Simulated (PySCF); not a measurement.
**BiP⁺ at PBE0**

Computed with PBE0; basis Bi cc-pVDZ-PP with ECP60, P cc-pV(D+d)Z; scalar-relativistic core potentials; PySCF 2.14.

- state: ²Σ⁺ (doublet), unpaired electrons σ ↑, a second solution, started from another occupation
- bond length: 2.279 Å
- harmonic wavenumber: 397 cm⁻¹
- force constant: 2.50 mdyn/Å
- rotational constant Be: 0.1203 cm⁻¹
- anharmonicity ωexe: 4.67 cm⁻¹
- vibration–rotation constant αe: 0.00126 cm⁻¹
- bond order (Mayer): 2.59
- dipole moment (positive dipole points towards P; it is taken about the centre of mass and depends on that origin): 0.84 D

Spin–orbit coupling is left out, which matters for elements this heavy, above all for dissociation energies.
